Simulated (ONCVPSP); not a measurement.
**Transferability test, ONCV potential for N**

```
Element                 : N
Generator               : ONCVPSP 4.0.1
Type                    : optimised norm-conserving Vanderbilt (ONCV)
Functional              : PBE
Relativity              : non-relativistic
Frozen core             : [He]
Valence charge          : 5
Reference configuration : 2s2 2p2 (charge +1)
Partial waves           : 2s: rc 0.85 bohr, ncon 4, nbas 9, qcut 6 1/bohr, 1 projector; 2p: rc 1.65 bohr, ncon 4, nbas 8, qcut 7.3 1/bohr, 1 projector; d scattering state at 0.21 Ha: rc 1.30 bohr, ncon 4, nbas 8, qcut 7.8 1/bohr, 2 projectors, debl 2.9 Ha
Local potential         : polynomial inside 0.70 bohr (lpopt 5, dvloc0 2 Ha)
Core correction         : none
```

Energies are relative to the spin-unpolarised reference configuration 2s2 2p2; without spin polarisation the order of configurations can differ from experiment.

Problem. Give the all-electron excitation energy and the error of the potential for: 2s2 2p3; 2s2 2p1; 2s2 2p0; 2s1 2p3.

Solution.

```
valence configuration  charge  ΔE all-electron (eV)  error AE − PS (meV)
              2s2 2p3       0               -13.597                  +22
              2s2 2p1      +2                28.859                 +108
              2s2 2p0      +3                75.943                 +767
              2s1 2p3      +1                11.747                  +16
```

Levels in the configuration 2s2 2p0:

```json
{"level": "2s", "all-electron (eV)": "-68.081", "pseudo (eV)": "-67.573"}
```
